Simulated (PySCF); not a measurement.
PySCF 2.14 output of an unrestricted PBE0 calculation on a single atom or ion in aug-cc-pVDZ, with the non-relativistic Hamiltonian (point nucleus):

```
SCF conv_tol = 1e-09
number electrons alpha = 10  beta = 9
    C. Adamo and V. Barone.,  J. Chem. Phys. 110, 6158 (1999)
    M. Ernzerhof and G. E. Scuseria.,  J. Chem. Phys. 110, 5029 (1999)
cycle= 1 E= -759.577732662206  delta_E= -0.00192  |g|= 0.00644  |ddm|= 4.33
cycle= 2 E= -759.57775062086  delta_E= -1.8e-05  |g|= 0.00125  |ddm|= 0.459
cycle= 3 E= -759.577751189519  delta_E= -5.69e-07  |g|= 8.67e-05  |ddm|= 0.0962
cycle= 4 E= -759.577751195874  delta_E= -6.36e-09  |g|= 4.03e-06  |ddm|= 0.0031
cycle= 5 E= -759.577751195887  delta_E= -1.3e-11  |g|= 6.84e-08  |ddm|= 0.000231
converged SCF energy = -759.577751195887  <S^2> = 0.75005255  2S+1 = 2.0000525
```

The run itself started from symmetry-adapted Hartree-Fock orbitals and held the occupation by maximum overlap, on a logarithmic radial grid, so the iterations belong to that start.

Task: Which element, charge and spin multiplicity is this?

Result: Sc²⁺ (scandium, charge +2), multiplicity 2; the state was [Ar] 4s1, 2S determinant (an excited configuration).
